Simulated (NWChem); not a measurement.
System: CH$_{5}$BClNO; SMILES B(N)(Cl)OC

NWChem input:

```
start job
memory heap 200 mb stack 900 mb global 1100 mb
geometry units angstroms
  B      0.180570     0.076779     0.148213
  Cl    -1.444376     0.555516     0.548727
  O      0.304197    -0.685163    -0.957217
  C      1.533900    -1.170288    -1.443314
  H      2.018544    -1.814833    -0.705946
  H      1.317377    -1.747797    -2.341809
  H      2.206952    -0.344873    -1.696150
  N      1.220986     0.504795     0.980271
  H      1.062655     1.073228     1.792457
  H      2.188074     0.279405     0.830364
end
basis spherical
  * library def2-svp
end
dft
  xc pbe0
  iterations 150
end
driver
  maxiter 120
end
task dft optimize
task dft freq
```

Output (shortened):

```
             Northwest Computational Chemistry Package (NWChem) 7.3.0
             --------------------------------------------------------

 CS  symmetry detected

                             Geometry "geometry" -> ""
                             -------------------------

 Output coordinates in angstroms (scale by  1.889725989 to convert to a.u.)

  No.       Tag          Charge          X              Y              Z
 ---- ---------------- ---------- -------------- -------------- --------------
    1 B                    5.0000     0.20683251    -0.08307086     0.00000000
    2 Cl                  17.0000    -0.38954188    -1.71842637     0.00000000
    3 O                    8.0000    -0.73847819     0.87828358     0.00000000
    4 C                    6.0000    -0.45556543     2.25805394     0.00000000
    5 H                    1.0000     0.11207207     2.54040656    -0.89117651
    6 H                    1.0000    -1.41184829     2.78075331     0.00000000
    7 H                    1.0000     0.11207207     2.54040656     0.89117651
    8 N                    7.0000     1.59179529     0.11658329     0.00000000
    9 H                    1.0000     2.24621652    -0.64470753     0.00000000
   10 H                    1.0000     2.02818809     1.02106835     0.00000000

 Effective nuclear repulsion energy (a.u.)     212.7297325430

      Symmetry information
      --------------------

 Group name             Cs
 Group number              2
 Group order               2
 No. of unique centers     9

                                Z-matrix (autoz)
                                --------

 Units are Angstrom for bonds and degrees for angles

      Type          Name      I     J     K     L     M      Value
      ----------- --------  ----- ----- ----- ----- ----- ----------
    1 Stretch                  1     2                       1.74070
    2 Stretch                  1     3                       1.34826
    3 Stretch                  1     8                       1.39928
    4 Stretch                  3     4                       1.40848
    5 Stretch                  4     5                       1.09368
    6 Stretch                  4     6                       1.08981
    7 Stretch                  4     7                       1.09368
    8 Stretch                  8     9                       1.00391
    9 Stretch                  8    10                       1.00426
   10 Bend                     1     3     4               123.89460
   11 Bend                     1     8     9               122.47987
   12 Bend                     1     8    10               123.95938
   13 Bend                     2     1     3               115.44642
   14 Bend                     2     1     8               118.23884
   15 Bend                     3     1     8               126.31473
   16 Bend                     3     4     5               110.92579
   17 Bend                     3     4     6               107.07328
   18 Bend                     3     4     7               110.92579
   19 Bend                     5     4     6               109.36598
   20 Bend                     5     4     7               109.14384
   21 Bend                     6     4     7               109.36598
   22 Bend                     9     8    10               113.56075
   23 Torsion                  1     3     4     5          60.73673
   24 Torsion                  1     3     4     6         180.00000
   25 Torsion                  1     3     4     7         -60.73673
   26 Torsion                  2     1     3     4         180.00000
   27 Torsion                  2     1     8     9           0.00000
   28 Torsion                  2     1     8    10         180.00000
   29 Torsion                  3     1     8     9         180.00000
   30 Torsion                  3     1     8    10           0.00000
   31 Torsion                  4     3     1     8           0.00000

                           NWChem Geometry Optimization
                           ----------------------------

 maximum gradient threshold         (gmax) =   0.000450
 rms gradient threshold             (grms) =   0.000300
 maximum cartesian step threshold   (xmax) =   0.001800
 rms cartesian step threshold       (xrms) =   0.001200
 fixed trust radius                (trust) =   0.300000
 source of zmatrix                         =   autoz

          -------------------
          Energy Minimization
          -------------------

 Using diagonal initial Hessian
 Scaling for Hessian diagonals: bonds = 1.00  angles = 0.25  torsions = 0.10

          --------
          Step   0

                                 NWChem DFT Module
                                 -----------------

 Summary of "ao basis" -> "ao basis" (spherical)
 ------------------------------------------------------------------------------
       Tag                 Description            Shells   Functions and Types
 ---------------- ------------------------------  ------  ---------------------
 B                          def2-svp                 6       14   3s2p1d
 Cl                         def2-svp                 8       18   4s3p1d
 O                          def2-svp                 6       14   3s2p1d
 C                          def2-svp                 6       14   3s2p1d
 H                          def2-svp                 3        5   2s1p
 N                          def2-svp                 6       14   3s2p1d

      Symmetry analysis of basis
      --------------------------

        a'         70
        a"         29

[...]

      ----------------------
      Optimization converged
      ----------------------

  Step       Energy      Delta E   Gmax     Grms     Xrms     Xmax
  ---- ---------------- -------- -------- -------- -------- --------
@    5    -655.60797088 -7.9D-08  0.00006  0.00002  0.00033  0.00095
                                     ok       ok       ok       ok

                                Z-matrix (autoz)
                                --------

 Units are Angstrom for bonds and degrees for angles

[...]

 Rotational Constants
 --------------------
 A=   0.263355 cm-1  (  0.378900 K)
 B=   0.082137 cm-1  (  0.118175 K)
 C=   0.063373 cm-1  (  0.091177 K)

 Temperature                      =   298.15K
 frequency scaling parameter      =   1.0000

 Zero-Point correction to Energy  =   47.400 kcal/mol  (  0.075537 au)
 Thermal correction to Energy     =   51.411 kcal/mol  (  0.081928 au)
 Thermal correction to Enthalpy   =   52.003 kcal/mol  (  0.082872 au)

 Total Entropy                    =   78.975 cal/mol-K
   - Translational                =   39.484 cal/mol-K (mol. weight =  93.0153)
   - Rotational                   =   26.556 cal/mol-K (symmetry #  =        1)
   - Vibrational                  =   12.935 cal/mol-K

 Cv (constant volume heat capacity) =   21.096 cal/mol-K
   - Translational                  =    2.979 cal/mol-K
   - Rotational                     =    2.979 cal/mol-K
   - Vibrational                    =   15.137 cal/mol-K

[normal modes left out]

 ----------------------------------------------------------------------------
 Normal Eigenvalue ||           Projected Infra Red Intensities
  Mode   [cm**-1]  || [atomic units] [(debye/angs)**2] [(KM/mol)] [arbitrary]
 ------ ---------- || -------------- ----------------- ---------- -----------
    1       -0.000 ||    0.000936           0.022         0.912       0.178
    2       -0.000 ||    0.000093           0.002         0.091       0.018
    3       -0.000 ||    0.001393           0.032         1.358       0.265
    4       -0.000 ||    0.004019           0.093         3.918       0.765
    5        0.000 ||    0.002324           0.054         2.266       0.442
    6        0.000 ||    0.000070           0.002         0.068       0.013
    7      124.818 ||    0.000002           0.000         0.002       0.000
    8      132.324 ||    0.002961           0.068         2.886       0.563
    9      219.593 ||    0.000750           0.017         0.732       0.143
   10      312.386 ||    0.000711           0.016         0.693       0.135
   11      400.285 ||    0.160521           3.703       156.483      30.549
   12      406.919 ||    0.006337           0.146         6.178       1.206
   13      525.751 ||    0.025270           0.583        24.634       4.809
   14      590.911 ||    0.022169           0.511        21.611       4.219
   15      676.986 ||    0.033285           0.768        32.447       6.335
   16      872.493 ||    0.004398           0.101         4.287       0.837
   17     1108.976 ||    0.004974           0.115         4.849       0.947
   18     1177.160 ||    0.000522           0.012         0.509       0.099
   19     1200.470 ||    0.033049           0.762        32.218       6.290
   20     1269.173 ||    0.418711           9.660       408.181      79.687
   21     1412.216 ||    0.252863           5.834       246.504      48.124
   22     1475.740 ||    0.014028           0.324        13.675       2.670
   23     1477.157 ||    0.007290           0.168         7.107       1.387
   24     1506.409 ||    0.089148           2.057        86.906      16.966
   25     1597.258 ||    0.283277           6.535       276.152      53.912
   26     3017.069 ||    0.051989           1.199        50.682       9.894
   27     3095.929 ||    0.037882           0.874        36.929       7.209
   28     3156.706 ||    0.018887           0.436        18.412       3.594
   29     3653.073 ||    0.049173           1.134        47.937       9.358
   30     3763.095 ||    0.049304           1.137        48.064       9.383
 ----------------------------------------------------------------------------
```

Level: PBE0/def2-SVP.
